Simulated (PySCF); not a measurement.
# Spin states of CsBe⁺

Unrestricted PBE0; basis Cs def2-SVPD with ECP46, Be def2-SVPD; scalar-relativistic core potentials; PySCF 2.14. Outer shells of the fragments: Cs+ closed shells only; Be 2s2.

Followed along the bond (rough minima from three points):

```csv
2Ms+1,unpaired,⟨S²⟩ at the start,R at minimum (Å),Te (eV)
1,none,0.00,3.96,0.00
3,σ ↑↑,2.00,4.25,2.10
```

Solutions found at the starting distance of 3.265 Å, counted from the lowest of them; the search is not exhaustive and high or unbound solutions are not listed, so other states can lie among these:

```
2Ms+1  unpaired   term  E (eV)  ⟨S²⟩  ⟨Lz²⟩  μ (D)
    1      none    ¹Σ⁺    0.00  0.00   0.00   1.19
    3      σ ↑↑    ³Σ⁺    2.25  2.00   0.00   0.03
    3  σ ↑, π ↑     ³Π    2.27  2.00   1.00   0.84
    1  σ ↑, π ↓  mixed    3.31  1.00   1.00   1.21
    3  σ ↑, δ ↑     ³Δ    7.55  2.00   4.00  13.61
    1  σ ↑, δ ↓  mixed    7.56  1.00   4.00  13.61
```

A term symbol is given only where ⟨S²⟩ and ⟨Lz²⟩ are close to those of a pure state; real π, δ and φ orbitals otherwise mix terms. A positive dipole points towards Be; it is taken about the centre of mass and depends on that origin.

Compare the gap between the two lowest followed solutions at the starting distance with the gap between their minima.

At PBE0 the second solution (triplet, unpaired electrons σ ↑↑) lies +2.25 eV from the first (singlet, closed shell) at 3.265 Å and +2.10 eV at the minima; the two curves relax by different amounts, since their minima lie near 4.25 and 3.96 Å.

Spin–orbit coupling is left out. Counting both spins, an empty level lies below a filled one in some of these solutions, because spin and occupation are held.
